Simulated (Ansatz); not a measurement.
The cluster Au2I, relaxed as a doublet with UKS PBE0-D4/def2-TZVP in Ansatz, starting from the GFN2-xTB geometry. Force threshold 0.02 eV/Å.

In the def2 sets Au, I take a core potential; there is no spin–orbit coupling. The relaxation made no stability test and no search for a lower SCF solution. No other spin state of charge 0 was run. Another isomer (doublet) lies 0.19 eV lower at PBE0-D4/def2-TZVP; other spin states weren't run for this one.

Start:

```tsv
atom	x (Å)	y (Å)	z (Å)
Au1	0.013	1.599	-0.009
Au2	0.668	-0.452	1.383
I3	-0.681	-1.147	-1.374
```

| step | energy (eV) | largest force component (eV/Å) | SCF passes |
| --- | --- | --- | --- |
| 1 | -15489.0147 | 1.005 | 19 |
| 2 | -15489.2004 | 0.849 | 29 |
| 3 | -15489.3085 | 0.500 | 29 |
| 4 (rejected) | -15489.0707 | 1.988 | 32 |
| 5 | -15489.3411 | 0.099 | 29 |
| 6 | -15489.3420 | 0.002 | 31 |

Force components are those of the run's own axes.

End:

```xyz
3

Au   -0.0514    1.5428   -0.1394
Au    0.6247   -0.5759    1.2966
I    -0.5732   -0.9669   -1.1572
```

By distances, no bond broke or formed. The bond that changes most is Au2–I3, from 3.15 to 2.76 Å (atoms count from 1).

No frequencies were taken in this run, so the end may be a saddle point.

Hardware: 4 threads of Arm Neoverse V2 on a shared host. Wall time 19 s.
